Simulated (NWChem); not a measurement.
Species: sulfur hexafluoride (SF₆); SMILES FS(F)(F)(F)(F)F

All runs: NWChem. Pople sets run with spherical d functions. Geometry: optimised at PBE0/def2-SVP. B3LYP is NWChem's, with the RPA form of VWN correlation. Total energies compare along this basis series because the functional is fixed.

| level | basis functions | energy (Ha) | highest occupied level (eV) | orbital gap (eV) |
|---|---|---|---|---|
| B3LYP/STO-3G | 39 | -983.6340 | -5.54 | 9.55 |
| B3LYP/3-21G | 67 | -991.7387 | [?] | [?] |
| B3LYP/6-31G* | 102 | -997.0981 | -11.59 | 9.84 |
| B3LYP/6-31+G* | 130 | -997.1372 | -12.23 | 9.59 |
| B3LYP/def2-SVP | 102 | -996.5284 | -11.89 | 9.94 |
| B3LYP/def2-SVPD | 165 | -996.5904 | -12.31 | 9.75 |
| B3LYP/def2-TZVP | 223 | -997.4813 | -12.09 | 10.02 |
| B3LYP/6-311++G** | 162 | -997.3090 | -12.45 | 9.51 |
| B3LYP/aug-cc-pVTZ | 326 | -997.4399 | -12.14 | 9.83 |

### Question
What belongs in the gaps?

### Answer

- B3LYP/3-21G, highest occupied level (eV): -11.43
- B3LYP/3-21G, orbital gap (eV): 9.02
